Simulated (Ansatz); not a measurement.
`[SiH3][AlH][SnH3]` + `CSS` → `CS[S][SnH3]` + `[AlH2][SiH3]`  (cleavage of the Sn–Al bond)

Computed with Ansatz on PBE0-D4/def2-TZVP structures; ΔE is electronic, products minus reactants. CCSD(T)/CBS is the MP2 limit (def2-TZVPP, def2-QZVPP) plus CCSD(T) − MP2 in def2-TZVPP, frozen cores. This one scheme is used for every species. Functionals use def2-TZVPP. Elements past krypton have def2 core potentials. For Sn outer-core shells are correlated without core-valence functions, which leaves a few kJ/mol of doubt a bond. One conformer a species, not always the lowest.

CCSD(T)/CBS gives -0.14 eV.

**Question.** Another level gave -0.16 eV. Which?
A. CAM-B3LYP/def2-TZVPP
B. BLYP-D4/def2-TZVPP
C. revPBE/def2-TZVPP
D. B97M-V/def2-TZVPP

**Answer.** B. BLYP-D4 -0.16, CAM-B3LYP -0.09, B97M-V -0.26, revPBE -0.01 eV.

Largest T1 diagnostic among the species: 0.014.

From BLYP to BHLYP (50 % exact exchange), in def2-TZVPP and without D4, ΔE moves by −0.03 eV. The D4 term adds −0.08 eV with B3LYP and −0.04 eV with PBE0; it sums over pairs of atoms, weighted by their polarisabilities, and B3LYP, whose exchange is more repulsive, gets the larger term.

B3LYP here is the variant with VWN-RPA as its local correlation; programs differ in this.
